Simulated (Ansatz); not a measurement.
Reactions of C₉H₂₀ (`CCC(C)(C)C(C)(C)C`).

Program: Ansatz. Geometries: PBE0-D4/def2-TZVP. ΔE: electronic, gas phase. CBS: MP2 limit from def2 TZ/QZ plus the TZ coupled-cluster correction, frozen cores. This one scheme is used for every species, atoms too. For atomizations the MP2-based limit and the directly extrapolated one differ by several kJ/mol either way, and by 10 to 25 for some Ge, Se and Sn compounds, so smaller differences from it don't rank the levels. DFT in def2-TZVPP. Open shells (•) are unrestricted, without spin–orbit coupling. Spin–orbit coupling would lower the free atoms: a little for C. Each species was taken in one conformer, which may not be the lowest.

| reaction | HF/CBS(def2) (kcal/mol) | B2PLYP (kcal/mol) | ωB97X-V (kcal/mol) |
| --- | --- | --- | --- |
| `CCC(C)(C)C(C)(C)C` → `CCCCCC(C)(C)C` | -10.2 | -4.9 | -3.0 |
| `CCC(C)(C)C(C)(C)C` + `OBO` → `COBO` + `CC(C)(C)C(C)(C)C` | 6.1 | 9.0 | 9.8 |
| `CCC(C)(C)C(C)(C)C` → 9 C• + 20 H• | 2104.1 | 2742.3 | 2775.5 |
| `CCC(C)(C)C(C)(C)C` + H₂ → `CC(C)(C)C(C)(C)C` + CH₄ | -24.6 | -20.5 | -18.4 |

(1) Give the CCSD(T)/CBS values in the same order. (Best estimate.)

Largest T1 diagnostic: 0.013, for `OBO`.

## Answers

(1) The calculation gave: -1.9, 11.3, 2773.3, -17.9 kcal/mol.
